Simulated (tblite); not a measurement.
C₇H₁₀B₂.
Numbering: `[BH2:1][C@:2]1([C:3]#[CH:4])[BH:5][CH2:6][CH2:7][C:8]1=[CH2:9]` (hydrogens: H10, H11 on B1; H12 on C4; H13 on B5; H14, H15 on C6; H16, H17 on C7; H18, H19 on C9)

Computed with GFN2-xTB (tblite), gas phase: L-BFGS steps from a force-field or distance-geometry start until the largest atomic force falls under 0.01 eV/Å.

Step 60: E = -610.2961 eV
```
atom  x, y, z in Å  |  force x, y, z in eV/Å
B1      1.0312   -1.7144    1.0644   -0.012  -0.009   0.030
C2      0.3561   -0.4151    0.4914   -0.003  -0.013   0.041
C3      1.6683    0.0187    0.0061    0.024  -0.012   0.003
C4      2.7146    0.4406   -0.4084    0.017  -0.038  -0.002
B5     -0.0757    0.8169    1.3838   -0.013  -0.011   0.002
C6     -1.1946    1.5834    0.5884   -0.010   0.002   0.008
C7     -1.1936    0.9609   -0.8189   -0.007   0.000   0.001
C8     -0.6331   -0.4262   -0.6556    0.034   0.002  -0.006
C9     -1.0034   -1.4725   -1.3703   -0.013  -0.003  -0.002
H10     1.5682   -1.6543    2.1027    0.002   0.009  -0.016
H11     1.0458   -2.7213    0.4691   -0.003   0.041  -0.020
H12     3.6333    0.7893   -0.7759    0.013  -0.007  -0.022
H13     0.3793    1.0997    2.4201   -0.008   0.009  -0.019
H14    -1.0968    2.6689    0.5472   -0.011   0.004   0.037
H15    -2.1586    1.3865    1.0684   -0.010   0.019   0.006
H16    -0.5267    1.5340   -1.4706    0.007   0.003   0.002
H17    -2.1814    0.9500   -1.2782   -0.024  -0.006  -0.033
H18    -1.7364   -1.3758   -2.1539   -0.037  -0.011  -0.017
H19    -0.6062   -2.4599   -1.2172    0.054   0.019   0.006
```

Step 61: E = -610.2966 eV
```
atom  x, y, z in Å  |  force x, y, z in eV/Å
B1      1.0331   -1.7135    1.0630   -0.020   0.006   0.045
C2      0.3548   -0.4147    0.4935    0.021   0.023   0.015
C3      1.6695    0.0169    0.0092    0.020  -0.013  -0.004
C4      2.7163    0.4371   -0.4071    0.016  -0.048   0.002
B5     -0.0769    0.8187    1.3839   -0.013  -0.015   0.005
C6     -1.1963    1.5844    0.5877    0.000   0.002   0.036
C7     -1.1970    0.9607   -0.8184   -0.002  -0.002   0.011
C8     -0.6329   -0.4250   -0.6550    0.031   0.003  -0.006
C9     -1.0005   -1.4704   -1.3718   -0.017  -0.015  -0.007
H10     1.5765   -1.6519    2.0982   -0.001   0.004  -0.020
H11     1.0395   -2.7208    0.4695    0.006   0.030  -0.023
H12     3.6382    0.7796   -0.7744   -0.014  -0.011  -0.013
H13     0.3778    1.1024    2.4205   -0.011   0.009  -0.025
H14    -1.0982    2.6700    0.5474   -0.012   0.003   0.029
H15    -2.1596    1.3879    1.0690   -0.015   0.019   0.010
H16    -0.5328    1.5348   -1.4716    0.006   0.005  -0.009
H17    -2.1864    0.9464   -1.2746   -0.017  -0.003  -0.037
H18    -1.7334   -1.3766   -2.1555   -0.041   0.003  -0.022
H19    -0.6014   -2.4569   -1.2206    0.063   0.002   0.013
```

Step 62: E = -610.2973 eV
```
atom  x, y, z in Å  |  force x, y, z in eV/Å
B1      1.0345   -1.7122    1.0626   -0.038   0.029   0.030
C2      0.3548   -0.4134    0.4960    0.034   0.053  -0.030
C3      1.6716    0.0157    0.0111    0.018  -0.014  -0.009
C4      2.7187    0.4331   -0.4081    0.013  -0.057   0.008
B5     -0.0792    0.8201    1.3844   -0.010  -0.015   0.012
C6     -1.1989    1.5850    0.5875    0.003   0.003   0.057
C7     -1.1995    0.9608   -0.8179    0.002  -0.008   0.023
C8     -0.6318   -0.4237   -0.6542    0.014   0.005  -0.009
C9     -0.9981   -1.4686   -1.3725   -0.012  -0.028  -0.009
H10     1.5817   -1.6502    2.0939    0.016   0.001   0.016
H11     1.0353   -2.7180    0.4687    0.012   0.002  -0.034
H12     3.6437    0.7690   -0.7758   -0.042  -0.014  -0.003
H13     0.3740    1.1042    2.4214   -0.010   0.011  -0.023
H14    -1.1009    2.6709    0.5491   -0.010  -0.002   0.018
H15    -2.1620    1.3888    1.0689   -0.020   0.015   0.014
H16    -0.5363    1.5356   -1.4705    0.010   0.013  -0.025
H17    -2.1893    0.9438   -1.2733   -0.010  -0.002  -0.038
H18    -1.7320   -1.3777   -2.1560   -0.033   0.014  -0.015
H19    -0.5961   -2.4539   -1.2227    0.064  -0.007   0.016
```

Step 63: E = -610.2982 eV
```
atom  x, y, z in Å  |  force x, y, z in eV/Å
B1      1.0359   -1.7092    1.0628   -0.033   0.042   0.023
C2      0.3549   -0.4112    0.4977    0.039   0.071  -0.077
C3      1.6747    0.0124    0.0133    0.009  -0.015  -0.014
C4      2.7229    0.4253   -0.4081    0.011  -0.066   0.012
B5     -0.0827    0.8210    1.3848   -0.008  -0.010   0.013
C6     -1.2028    1.5857    0.5886    0.001  -0.003   0.060
C7     -1.2039    0.9606   -0.8164    0.004  -0.004   0.020
C8     -0.6308   -0.4223   -0.6540   -0.014   0.007  -0.016
C9     -0.9955   -1.4665   -1.3748   -0.003  -0.031  -0.009
H10     1.5938   -1.6425    2.0875    0.014  -0.011   0.031
H11     1.0286   -2.7154    0.4707    0.016  -0.012  -0.032
H12     3.6515    0.7535   -0.7755   -0.062  -0.015   0.003
H13     0.3692    1.1054    2.4216   -0.003   0.017  -0.005
H14    -1.1037    2.6717    0.5519   -0.007  -0.006   0.007
H15    -2.1662    1.3917    1.0696   -0.026   0.008   0.020
H16    -0.5424    1.5368   -1.4695    0.005   0.015  -0.030
H17    -2.1945    0.9405   -1.2714    0.010  -0.001  -0.027
H18    -1.7315   -1.3784   -2.1577   -0.010   0.022   0.006
H19    -0.5872   -2.4498   -1.2284    0.055  -0.009   0.014
```

**Question.** Estimate the geometry and energy of step 64. (The exact step hangs on the optimiser's Hessian estimate; all steps are aligned on step 63, rigid shifts and turns removed.)

**Answer.** E = -610.2994 eV, largest force 0.128 eV/Å
```
atom  x, y, z in Å  |  force x, y, z in eV/Å
B1      1.0368   -1.7045    1.0636   -0.029   0.055  -0.015
C2      0.3574   -0.4059    0.4987    0.017   0.064  -0.110
C3      1.6795    0.0095    0.0139   -0.004  -0.019  -0.018
C4      2.7289    0.4148   -0.4121    0.011  -0.072   0.017
B5     -0.0882    0.8216    1.3864   -0.003   0.002   0.015
C6     -1.2086    1.5857    0.5910   -0.011  -0.009   0.044
C7     -1.2069    0.9609   -0.8145    0.001   0.003   0.009
C8     -0.6287   -0.4202   -0.6536   -0.040   0.015  -0.027
C9     -0.9928   -1.4642   -1.3756    0.012  -0.029  -0.006
H10     1.6026   -1.6356    2.0816    0.028  -0.016   0.080
H11     1.0251   -2.7094    0.4709    0.016  -0.034  -0.033
H12     3.6602    0.7334   -0.7806   -0.061  -0.008   0.001
H13     0.3588    1.1053    2.4242    0.010   0.022   0.022
H14    -1.1095    2.6719    0.5568   -0.001  -0.011  -0.002
H15    -2.1732    1.3928    1.0692   -0.031  -0.001   0.027
H16    -0.5456    1.5390   -1.4662    0.001   0.018  -0.031
H17    -2.1967    0.9379   -1.2722    0.024   0.001  -0.014
H18    -1.7319   -1.3786   -2.1573    0.021   0.023   0.035
H19    -0.5771   -2.4452   -1.2315    0.037  -0.006   0.006
```

The energy changes by -0.0012 eV. The first-order estimate −F·Δx gives -0.0016 eV and the mean of the old and new forces, exact on a quadratic surface, -0.0012 eV. The step makes an angle of 78° with the force vector and moves no atom by more than 0.022 Å.

What follows is the cost of the whole relaxation. On an AMD EPYC 9R45 with one thread, shared host, this took 0.9 s.
